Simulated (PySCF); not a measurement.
[FeI4]-: Fe(III) (d5), charge -1. The structure is a model geometry with rigid ligands and bond lengths from ionic radii, not a minimum; coordination tetrahedral, point group Td, metal–donor distances 2.58 Å.

Method (PySCF 2.14, density fitting): CASSCF(5,5) with orbitals averaged over all microstates of the shell, strongly contracted NEVPT2 on the averaged canonical orbitals; basis x2c-TZVPall on the metal, x2c-SVPall elsewhere; spin-free X2C; gas phase; spin-orbit coupling by state interaction with the mean-field operator over all roots.

CASSCF energies above the lowest CASSCF root:

```
state  CASSCF / cm⁻¹
  6A1              0
  4T1          28070
  4T2          28839
   4E          29784
  4A1          29982
  4T2          35901
  4T1          36632
   4E          37816
  2T2          40280
  2A2          40365
  2T2          41272
  2T1          41453
   2E          41599
  2A1          42715
  2T2          45754
   2E          46594
  2T1          48623
  4T1          48760
  2T2          50297
  2T1          51680
  4A2          52876
  2A1          53412
```

**Question.** How does dynamic correlation (SC-NEVPT2) move these states?

**Answer.** 
```json
{"state": "6A1", "NEVPT2 / cm⁻¹": "0", "shift / cm⁻¹": "0"}
{"state": "4T1", "NEVPT2 / cm⁻¹": "20694", "shift / cm⁻¹": "-7376"}
{"state": "4T2", "NEVPT2 / cm⁻¹": "25234", "shift / cm⁻¹": "-3605"}
{"state": "4E", "NEVPT2 / cm⁻¹": "27019", "shift / cm⁻¹": "-2765"}
{"state": "4A1", "NEVPT2 / cm⁻¹": "27531", "shift / cm⁻¹": "-2451"}
{"state": "4T2", "NEVPT2 / cm⁻¹": "29027", "shift / cm⁻¹": "-6874"}
{"state": "4T1", "NEVPT2 / cm⁻¹": "35224", "shift / cm⁻¹": "-1407"}
{"state": "4E", "NEVPT2 / cm⁻¹": "33087", "shift / cm⁻¹": "-4729"}
{"state": "2T2", "NEVPT2 / cm⁻¹": "28929", "shift / cm⁻¹": "-11350"}
{"state": "2A2", "NEVPT2 / cm⁻¹": "33323", "shift / cm⁻¹": "-7042"}
{"state": "2T2", "NEVPT2 / cm⁻¹": "36067", "shift / cm⁻¹": "-5205"}
{"state": "2T1", "NEVPT2 / cm⁻¹": "35010", "shift / cm⁻¹": "-6443"}
{"state": "2E", "NEVPT2 / cm⁻¹": "37324", "shift / cm⁻¹": "-4275"}
{"state": "2A1", "NEVPT2 / cm⁻¹": "39990", "shift / cm⁻¹": "-2725"}
{"state": "2T2", "NEVPT2 / cm⁻¹": "37948", "shift / cm⁻¹": "-7806"}
{"state": "2E", "NEVPT2 / cm⁻¹": "38332", "shift / cm⁻¹": "-8262"}
{"state": "2T1", "NEVPT2 / cm⁻¹": "40851", "shift / cm⁻¹": "-7772"}
{"state": "4T1", "NEVPT2 / cm⁻¹": "41515", "shift / cm⁻¹": "-7245"}
{"state": "2T2", "NEVPT2 / cm⁻¹": "44152", "shift / cm⁻¹": "-6145"}
{"state": "2T1", "NEVPT2 / cm⁻¹": "45944", "shift / cm⁻¹": "-5735"}
{"state": "4A2", "NEVPT2 / cm⁻¹": "45679", "shift / cm⁻¹": "-7196"}
{"state": "2A1", "NEVPT2 / cm⁻¹": "45870", "shift / cm⁻¹": "-7542"}
```

Charge-transfer states lie outside this active space and may come lower than some of these levels. NEVPT2 on the d shell alone tends to put d–d bands too high for such charged or covalently bound ions. Gaps between spin states lean to high spin in this active space.
